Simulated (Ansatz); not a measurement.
Computed with Ansatz.

A structure relaxed at PBE0-D4/def2-TZVP, charge 0, multiplicity 1:

| atom | x (Å) | y (Å) | z (Å) |
| --- | --- | --- | --- |
| C1 | 0.134 | -1.501 | -0.797 |
| Ge2 | -0.447 | -0.082 | 0.382 |
| C3 | 0.476 | 1.613 | 0.276 |
| Cl4 | -2.543 | 0.276 | 0.011 |
| Cl5 | -0.293 | -0.799 | 2.412 |
| H6 | 0.019 | -1.185 | -1.835 |
| H7 | 1.181 | -1.736 | -0.600 |
| H8 | -0.474 | -2.387 | -0.621 |
| H9 | 0.038 | 2.307 | 0.992 |
| H10 | 0.377 | 2.023 | -0.730 |
| H11 | 1.532 | 1.472 | 0.511 |

Question: Give its formula and SMILES.

Answer: C2H6Cl2Ge, `[CH3][Ge]([CH3])([Cl])[Cl]`.

Question: Point group (tolerance 0.08 Å, 0.16 Å for H)?

Answer: C2v.

Question: Summarise the bond lengths by kind.

Answer: 2 × C–Ge 1.934 Å; 6 × C–H 1.089 to 1.091 Å; 2 × Cl–Ge 2.158 Å.
